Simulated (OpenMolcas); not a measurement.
Lines of Sb: computed and rescaled rates

```yaml
Program: OpenMolcas
Method: "SS-RASPT2, IPEA 0.25 Eh, imaginary shift 0.1 Eh (closed shells correlated: 4d 5s)"
Basis: ANO-RCC-VQZP [8s7p5d3f2g]
Scalar_Hamiltonian: DKH2, point nucleus
Active_space: 3 electrons in 9 orbitals (RAS2 5p; RAS3 5d 6s, at most 1 electron)
State_averaging: 2S+1 = 4 odd, 1 root; 2S+1 = 2 odd, 8 roots; 2S+1 = 4 even, 3 roots; 2S+1 = 2 even, 8 roots
Spin-orbit_coupling: RASSI with atomic mean-field integrals over the reference wave functions, term energies averaged over their components
```

Rates come from the transition moments of the reference wave functions (E1 and E2 in the length form). At fixed line strength A goes as λ^-3 for E1 and M1 and as λ^-5 for E2, so a rate at the computed wavelength can be rescaled to the measured one. Measured vacuum wavelengths follow from level energies in NIST Handbook of Basic Atomic Spectroscopic Data. Branching counts decays inside the model space alone, at computed energies, and the table is only a selection of the E1 lines, drawn from those between levels with measured partners whose computed energy lies within a factor of 1.5 of the measured one.

```json
{"Upper": "5s² 5p² 6s ²P_1/2", "Lower": "5s² 5p³ ²P°_1/2", "Type": "E1", "λ computed (nm)": "307.8", "λ measured (nm)": "326.8", "A computed (s-1)": "4.41e+07", "A rescaled (s-1)": "3.68e+07", "Branching %": "8.1"}
{"Upper": "5s² 5p² 6s ²P_3/2", "Lower": "5s² 5p³ ²P°_3/2", "Type": "E1", "λ computed (nm)": "300.6", "λ measured (nm)": "323.3", "A computed (s-1)": "3.11e+07", "A rescaled (s-1)": "2.50e+07", "Branching %": "5.9"}
{"Upper": "5s² 5p² 6s ²P_3/2", "Lower": "5s² 5p³ ²P°_1/2", "Type": "E1", "λ computed (nm)": "289.4", "λ measured (nm)": "303.1", "A computed (s-1)": "3.09e+07", "A rescaled (s-1)": "2.69e+07", "Branching %": "5.9"}
{"Upper": "5s² 5p² 6s ⁴P_1/2", "Lower": "5s² 5p³ ²D°_3/2", "Type": "E1", "λ computed (nm)": "262", "λ measured (nm)": "287.9", "A computed (s-1)": "5.50e+06", "A rescaled (s-1)": "", "Branching %": "2.3"}
{"Upper": "5s² 5p² 6s ⁴P_3/2", "Lower": "5s² 5p³ ²D°_5/2", "Type": "E1", "λ computed (nm)": "258.3", "λ measured (nm)": "277.1", "A computed (s-1)": "7.73e+06", "A rescaled (s-1)": "", "Branching %": "2.9"}
{"Upper": "5s² 5p² 6s ⁴P_3/2", "Lower": "5s² 5p³ ²D°_3/2", "Type": "E1", "λ computed (nm)": "252.6", "λ measured (nm)": "267.1", "A computed (s-1)": "4.91e+06", "A rescaled (s-1)": "", "Branching %": "1.9"}
{"Upper": "5s² 5p² 6s ⁴P_5/2", "Lower": "5s² 5p³ ²D°_5/2", "Type": "E1", "λ computed (nm)": "244.7", "λ measured (nm)": "259.9", "A computed (s-1)": "2.04e+07", "A rescaled (s-1)": "", "Branching %": "6.8"}
{"Upper": "5s² 5p² 6s ²P_1/2", "Lower": "5s² 5p³ ²D°_3/2", "Type": "E1", "λ computed (nm)": "235.3", "λ measured (nm)": "259.9", "A computed (s-1)": "4.99e+08", "A rescaled (s-1)": "3.70e+08", "Branching %": "91.8"}
{"Upper": "5s² 5p² 6s ²P_3/2", "Lower": "5s² 5p³ ²D°_5/2", "Type": "E1", "λ computed (nm)": "228.9", "λ measured (nm)": "252.9", "A computed (s-1)": "4.52e+08", "A rescaled (s-1)": "3.35e+08", "Branching %": "85.4"}
{"Upper": "5s² 5p² 6s ²P_3/2", "Lower": "5s² 5p³ ²D°_3/2", "Type": "E1", "λ computed (nm)": "224.4", "λ measured (nm)": "244.6", "A computed (s-1)": "1.48e+07", "A rescaled (s-1)": "1.14e+07", "Branching %": "2.8"}
{"Upper": "5s² 5p² 6s ⁴P_1/2", "Lower": "5s² 5p³ ⁴S°_3/2", "Type": "E1", "λ computed (nm)": "209.2", "λ measured (nm)": "231.2", "A computed (s-1)": "2.36e+08", "A rescaled (s-1)": "1.75e+08", "Branching %": "97.2"}
{"Upper": "5s² 5p² 6s ⁴P_3/2", "Lower": "5s² 5p³ ⁴S°_3/2", "Type": "E1", "λ computed (nm)": "203.2", "λ measured (nm)": "217.6", "A computed (s-1)": "2.52e+08", "A rescaled (s-1)": "2.05e+08", "Branching %": "95.1"}
{"Upper": "5s² 5p² 6s ⁴P_5/2", "Lower": "5s² 5p³ ⁴S°_3/2", "Type": "E1", "λ computed (nm)": "194.7", "λ measured (nm)": "206.9", "A computed (s-1)": "2.78e+08", "A rescaled (s-1)": "2.32e+08", "Branching %": "92.9"}
```

Spin-changing lines and M1 lines between different terms are not rescaled, since their strength hangs on the term gaps too.

The largest correction is for 5s² 5p² 6s ⁴P_1/2 → 5s² 5p³ ⁴S°_3/2 (E1): 2.36e+08 × (209.2 / 231.2)^3 = 1.75e+08 s-1, a factor of 0.74.

The computed rate and branching of 5s² 5p² 6s ⁴P_1/2 → 5s² 5p³ ⁴S°_3/2 give the upper level a radiative lifetime of 0.972 / 2.36e+08 s-1 = 4.12e-09 s, counting decays inside the model space alone. The rescaled rate gives about 5.6e-09 s.

The computed order of these levels differs from the measured one in 1 place, and where term gaps are wrong the rates of spin-changing lines can be off by large factors.

No measured rate stands beside these. Rescaling mends the energy factor alone: line strengths can still be far off where a level mixes with configurations outside the active space, and weak or spin-changing lines hang on small mixing coefficients that depend on the term gaps too, so rescaling need not improve them.

CASPT2 does not keep the components of a term degenerate, so their means are used; among the terms shown or strongly mixed into the levels shown the widest spread is 87 cm-1 (5s² 5p³ ²D°). ANO sets are built for valence states and can reach diffuse excited orbitals poorly, and with the s shell closed the s pⁿ⁺¹ terms that mix with these levels are absent. With the s shell closed, the reference lacks s² → p² mixing. No level of 5s² 5p² 5d was computed, though it lies in the active space. Some terms miss by over 15 % even with CASPT2, which points to a basis or an active space too small for the shells correlated. Computed and measured levels are paired by configuration, term and J; levels that our copy of the source lacks, or whose pairing is in doubt (as where it misses far off the trend of its configuration), stay unpaired. Levels of configurations outside the active space are missing.

° marks odd parity.
